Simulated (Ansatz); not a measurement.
Se, triplet. Base run: PBE/3-21G (Ansatz, a first-principles code).

Input for Ansatz:
Ansatz 0.2 input:
```yaml
crystal:
  periodic: [false, false, false]
  atoms:
    - {symbol: Se, position_ang: [0.00000000, 0.00000000, 0.00000000]}
basis:
  gaussian:
    orbitals: 3-21G.json
hamiltonian:
  xc: pbe
magnetization: {spin_polarized: true, initial_magnetization: 2}
```
The basis file holds 3-21G in the JSON format of the Basis Set Exchange.

The base run was repeated with changes; each row names its change, and settings that it needs were set with it.

```json
[
 {"change": "base", "ΔE vs base (mEh)": "0.000"},
 {"change": "fitting.mean_field = def2-universal-JKFIT", "ΔE vs base (mEh)": "-0.182"},
 {"change": "final_grid = 6, 12, 29", "ΔE vs base (mEh)": "0.000"},
 {"change": "lower_state_search = full", "ΔE vs base (mEh)": "0.000"},
 {"change": "point_charge = charge:1.0 position_ang:1.5775, -2.0943, -1.4579", "ΔE vs base (mEh)": "-15.982"},
 {"change": "lower_state_search = off", "ΔE vs base (mEh)": "0.000"},
 {"change": "final_grid = 14, 28, 59", "ΔE vs base (mEh)": "0.000"},
 {"change": "forces = on", "ΔE vs base (mEh)": "0.000"},
 {"change": "point_charge = charge:0.5 position_ang:0.4934, -2.3844, -1.7524", "ΔE vs base (mEh)": "-7.390"},
 {"change": "final_grid = 10, 20, 41", "ΔE vs base (mEh)": "0.000"},
 {"change": "nuclear_model = gaussian", "ΔE vs base (mEh)": "9.007"}
]
```
